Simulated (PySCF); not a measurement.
## Core binding energy against partial charge

C6H7NOS.
Geometry (PBE0-D3(BJ)/def2-SVP, Å), atoms numbered from 1 in this order:
```
atom  x, y, z in Å
C1     2.6213    0.2697    0.3581
S2     1.5829   -0.1674   -1.0688
O3     1.7934   -1.6353   -1.2936
C4    -0.0002   -0.0075   -0.2030
C5    -0.5721    1.2267    0.0917
C6    -1.8215    1.2199    0.7114
N7    -2.4866    0.1081    1.0156
C8    -1.9272   -1.0592    0.7093
C9    -0.6821   -1.1799    0.0899
H10    2.4187   -0.4591    1.1547
H11    2.4121    1.2968    0.6881
H12    3.6611    0.1808    0.0149
H13   -0.0751    2.1695   -0.1520
H14   -2.3090    2.1676    0.9676
H15   -2.4996   -1.9579    0.9665
H16   -0.2331   -2.1415   -0.1739
```

Binding energies: PySCF, delta-SCF UKS SCAN, pcX-2 on the ionised atom, pcseg-1 elsewhere, spin-free X2C. Charges: PBE0/pcSseg-1 ground-state density, for the ionised atom.

```csv
atom,environment,C 1s (eV),Mulliken (e),IAO (e),Hirshfeld (e),ESP (e)
C5,aromatic CH carbon,290.92,-0.084,-0.189,-0.059,-0.717
C4,substituted aromatic carbon,291.20,-0.404,-0.157,-0.019,+0.459
C1,S-methyl carbon,291.37,-0.391,-0.564,-0.124,-0.503
C6,aromatic CH next to a ring nitrogen,291.51,+0.159,-0.004,+0.021,+0.560
```

Question: Give the correlation coefficient and slope of binding energy on charge for each scheme.

Answer: ESP: r = 0.60, slope 0.2 eV per e; Hirshfeld: r = 0.24, slope 1.0 eV per e; Mulliken: r = 0.22, slope 0.2 eV per e; IAO: r = 0.01, slope 0.0 eV per e. ESP charges have the highest r, on only 4 points.

Question: The point-charge model writes a binding energy as kq + V + constant, with V the potential of the other atoms' charges at the site. What does it give with the ESP charges?

Answer: V = Σ 14.40 eV Å × q/r over all other atoms: +10.29 eV at C5, -6.70 eV at C4, +7.85 eV at C1, -8.96 eV at C6. Fitting binding energy − V to q gives k = 15.3 eV per e and leaves an rms residual of 0.39 eV, against 0.17 eV for the fit on q alone. The model has no term for differences in relaxation between sites.

Spin contamination (⟨S²⟩ against 0.75 for a pure doublet) is marked for C 1s of C4 (0.86), which makes this value less certain. One conformer (not necessarily the lowest) at the PBE0-D3(BJ)/def2-SVP geometry, without solvent, vibrations or thermal averaging.
